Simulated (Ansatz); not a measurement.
Cost and result for the atomization energy of `O[SiH2]/C=C/Cl` (10 atoms, 9 bonds).

Cartesian coordinates in Å:
```
O 0.323 -1.558 -1.107
Si 0.719 -0.927 0.363
C -0.052 0.746 0.592
C -0.697 1.338 -0.402
Cl -1.447 2.887 -0.284
H -0.519 -2.007 -1.184
H 0.264 -1.817 1.468
H 2.198 -0.825 0.392
H 0.021 1.260 1.548
H -0.810 0.902 -1.387
```

Total charge 0; spin multiplicity 1. All single points use the PBE0-D4/def2-TZVP geometry. It is one conformer, not always the lowest. Program: Ansatz. All runs use 4 threads of an Arm Neoverse V1 on a shared host. Times are those of one run each, without the atoms' runs, and a repeat can differ threefold. Electronic energies, without spin–orbit coupling; frozen cores. CCSD(T)/CBS adds CCSD(T) − MP2 in def2-TZVPP to the MP2 limit, and its time is that of the two runs behind it. T1 = 0.011. B3LYP takes the VWN-RPA correlation (the form of Gaussian; ORCA's B3LYP/G).

CCSD(T)/CBS is a level of theory with its own doubt, some kJ/mol a heavy atom from the limit and from the frozen cores, so smaller differences don't rank the functionals.

| level | functions | wall time |
| --- | --- | --- |
| PBE-D4/def2-TZVPP (with forces) | 247 | 2.6 s |
| PBE0-D4/def2-TZVPP | 247 | 3.1 s |
| B3LYP-D4/def2-TZVPP (with forces) | 247 | 4.8 s |
| r2SCAN-D4/def2-TZVPP (with forces) | 247 | 4.9 s |
| B2PLYP/def2-TZVPP | 247 | 5.5 s |
| ωB97X-V/def2-TZVPP | 247 | 7.5 s |
| ωB97M-V/def2-TZVPP (with forces) | 247 | 12 s |
| MP2/def2-QZVPP | 461 | 21 s |
| CCSD(T)/def2-TZVPP | 247 | 2.3 min |
| CCSD(T)/CBS(def2) | – | 2.6 min |

Question: What atomization energy does each give, and how far from CCSD(T)/CBS? (An estimate is asked.)

Answer: Ansatz gave: 
| level | atomization (kcal/mol) | difference from CCSD(T)/CBS | per bond |
| --- | --- | --- | --- |
| PBE-D4/def2-TZVPP (with forces) | 911.2 | 15.9 | 1.8 |
| PBE0-D4/def2-TZVPP | 894.1 | -1.2 | -0.1 |
| B3LYP-D4/def2-TZVPP (with forces) | 891.3 | -4.0 | -0.4 |
| r2SCAN-D4/def2-TZVPP (with forces) | 897.1 | 1.8 | 0.2 |
| B2PLYP/def2-TZVPP | 883.5 | -11.8 | -1.3 |
| ωB97X-V/def2-TZVPP | 895.4 | 0.1 | 0.0 |
| ωB97M-V/def2-TZVPP (with forces) | 896.8 | 1.5 | 0.2 |
| MP2/def2-QZVPP | 904.1 | 8.8 | 1.0 |
| CCSD(T)/def2-TZVPP | 870.1 | -25.2 | -2.8 |
| CCSD(T)/CBS(def2) | 895.3 | 0.0 | 0.0 |

The D4 term adds +8.5 kcal/mol with B3LYP and +4.4 kcal/mol with PBE0; it sums over pairs of atoms, weighted by their polarisabilities, and B3LYP, whose exchange is more repulsive, gets the larger term. In def2-TZVPP, CCSD(T) changes the Hartree–Fock value by +221.4 kcal/mol (the triples alone add +14.9 kcal/mol) and MP2 by +240.5 kcal/mol; breaking electron pairs costs correlation energy, which Hartree–Fock lacks. From PBE to PBE0 (25 % exact exchange), in def2-TZVPP and without D4, the atomization energy moves by −16.3 kcal/mol: exact exchange takes away binding that semilocal exchange gives to molecules.
